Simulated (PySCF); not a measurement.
Spinor energies of Lu(44+) (lutetium, charge +44)

Start: [Ar] 3d9; 3d3/2 filled at m_j = -1/2, +1/2, +3/2; 3d5/2 filled at m_j = -5/2, -3/2, -1/2, +1/2, +3/2, +5/2. Calculated with PySCF 2.14 in an even-tempered Gaussian basis (16 s from 10 bohr⁻², ratio 2.8; 13 p from 13 bohr⁻², ratio 2.8; 8 d from 13 bohr⁻², ratio 2.8; 3 f from 50 bohr⁻², ratio 3): generalised Hartree-Fock with the X2C-1e Hamiltonian and a Gaussian nucleus; one run each with spin-orbit coupling (SO) screened by Boettger's factors, then bare. This is a chosen level, not necessarily the ground level.

| spinor shell | electrons | ε, screened SO (eV) | ε, bare SO (eV) | weight of nominal j (bare SO) | rms radius, bare SO (bohr) |
| --- | --- | --- | --- | --- | --- |
| 1s1/2 | 2 | -65898.0 | -65897.3 | 1.000 | 0.0219 |
| 2s1/2 | 2 | -13172.1 | -13172.0 | 1.000 | 0.0883 |
| 2p1/2 | 2 | -12662.7 | -12690.2 | 1.000 | 0.0750 |
| 2p3/2 | 4 | -11538.1 | -11529.2 | 1.000 | 0.0822 |
| 3s1/2 | 2 | -4600.9 | -4600.9 | 1.000 | 0.221 |
| 3p1/2 | 2 | -4376.3 | -4382.6 | 1.000 | 0.212 |
| 3p3/2 | 4 | -4123.3 | -4121.2 | 1.000 | 0.226 |
| 3d3/2 | 3 | -3773.2 | -3779.1 | 0.999 | 0.197 |
| 3d5/2 | 6 | -3717.6 | -3714.1 | 0.999 | 0.201 |

```
   quantity   screened SO       bare SO
E (hartree)  -13198.11078  -13198.83745
        M_J           3/2           3/2
       ⟨J²⟩         3.750         3.750
       ⟨L²⟩         6.050         6.054
       ⟨S²⟩         0.800         0.803
```

Each row is a mean over spinors that exchange with the open shell spreads, by up to 23.267 eV (3p1/2).

Breit and QED terms are absent; they matter most for the inner s and p1/2 levels.

Densities and radii are taken from the X2C orbitals without a picture-change correction, which distorts them close to the nucleus.
